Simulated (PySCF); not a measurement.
AlBClH$_{3}$N, AlBClH$_{2}$O, C$_{2}$H$_{6}$BO (calculated)

Calculation on a computer-drawn molecule: optimised geometry and harmonic frequencies of an isolated molecule of the commonest isotopes, restricted reference for singlets and unrestricted otherwise, frozen core in MP2. Program: PySCF 2.14.0.

(1) AlBClH$_{3}$N

Start structure:
```xyz
7
AlBClH3N
N     -0.2791    -2.4655     0.0083
B      0.1964    -1.8219     1.1222
Al     0.2679     0.3348     0.9006
Cl    -0.2950     0.9102    -0.9787
H     -0.4112    -3.5016    -0.0411
H     -0.5770    -2.1120    -0.8772
H      0.5022    -2.4919     2.0447
```

It was run with charge 0, multiplicity 2, method HF and basis cc-pV(D+d)Z.

Results for AlBClH$_{3}$N: rotational constants 7.949, 2.388, 1.836 GHz; total energy -782.3871 hartree; spin squared 0.7625; convergence status largest gradient component 6.354e-06 hartree/bohr.

Drawn bonds:
```tsv
atom	other atom	order
1	2	1
2	3	1
3	4	1
1	5	1
1	6	1
2	7	1
```

Optimised structure:
```xyz
7
AlBClH3N
N     -0.2931    -2.5510    -0.0082
B      0.1781    -1.8478     1.0891
Al     0.3213     0.3316     0.9219
Cl    -0.3271     1.0486    -1.0163
H     -0.3902    -3.5472    -0.0174
H     -0.5688    -2.1160    -0.8655
H      0.4841    -2.4661     2.0753
```

Modes:
```tsv
frequency (cm⁻¹)	reduced mass (dalton)
75.72	2.59
89.27	6.069
317	5.414
434.3	9.273
477.3	1.26
541	6.278
665.3	1.286
937	1.073
965.7	1.122
1207	1.412
1371	3.997
1757	1.205
2671	1.094
3788	1.051
3889	1.099
```

(2) AlBClH$_{2}$O

Start structure:
```xyz
6
AlBClH2O
Al    -1.2850     1.1402     0.5565
O     -1.0953     2.6268    -0.5363
B     -0.9700     3.6069    -1.2571
Cl    -0.8021     4.9234    -2.2258
H     -0.8975     1.5136     2.0071
H     -1.7779    -0.0599    -0.2866
```

It was run with charge 1, multiplicity 1, method MP2 and basis cc-pV(D+d)Z.

Results for AlBClH$_{2}$O: rotational constants 116.2, 1.335, 1.319 GHz; total energy -802.4593 hartree; convergence status largest gradient component 2.068e-05 hartree/bohr.

Drawn bonds:
```tsv
atom	other atom	order
1	2	1
2	3	1
3	4	1
1	5	1
1	6	1
```

Optimised structure:
```xyz
6
AlBClH2O
Al    -1.2883     1.1140     0.5756
O     -1.0955     2.6261    -0.5363
B     -0.9680     3.6240    -1.2699
Cl    -0.7992     4.9449    -2.2408
H     -0.8951     1.5136     2.0192
H     -1.7818    -0.0716    -0.2900
```

Modes:
```tsv
frequency (cm⁻¹)	reduced mass (dalton)
68.37	5.663
79.66	9.922
352.5	16
403.4	7.287
418.1	11.15
530.2	1.249
610.9	1.144
734.3	1.073
834	13.26
1909	11.85
2083	1.017
2133	1.073
```

(3) C$_{2}$H$_{6}$BO

Start structure:
```xyz
10
C2H6BO
C     -0.5792     0.6842     0.8545
C     -0.8302     1.6967     1.9553
B     -0.1264     3.1432     1.9135
O      0.7841     3.3883     0.8648
H      0.1035     1.0382     0.1284
H     -1.5722     0.4253     0.4680
H     -0.2332    -0.2109     1.3687
H     -1.3821     1.4942     2.7605
H     -0.2920     3.8871     2.7808
H      1.1999     4.2350     0.8711
```

Settings of this run: charge 0, multiplicity 2, method HF and basis cc-pVDZ.

It finds rotational constants 17.79, 4.987, 3.99 GHz; total energy -178.8097 hartree; spin squared 0.7596; convergence status largest gradient component 2.869e-05 hartree/bohr.

Drawn bonds:
```tsv
atom	other atom	order
1	2	1
2	3	1
3	4	1
1	5	1
1	6	1
1	7	1
2	8	1
3	9	1
4	10	1
```

Optimised structure:
```xyz
10
C2H6BO
C     -0.6050     0.6669     0.8987
C     -0.7683     1.7441     1.9325
B     -0.0695     3.1191     1.9016
O      0.7669     3.4139     0.8718
H      0.0769     0.9686     0.1041
H     -1.5687     0.4111     0.4448
H     -0.2192    -0.2535     1.3506
H     -1.4377     1.5059     2.7556
H     -0.2550     3.9315     2.7754
H      1.1518     4.2737     0.9304
```

Modes:
```tsv
frequency (cm⁻¹)	reduced mass (dalton)
114.2	1.068
210.1	1.974
219.1	3.466
566.2	1.1
605.6	3.353
645.9	1.242
848.5	2.669
965.4	1.464
1054	1.119
1059	1.415
1072	1.337
1214	1.931
1260	1.904
1424	1.848
1507	1.938
1512	1.499
1584	1.049
1586	1.109
2656	1.094
3151	1.041
3199	1.099
3270	1.096
3290	1.089
4186	1.067
```
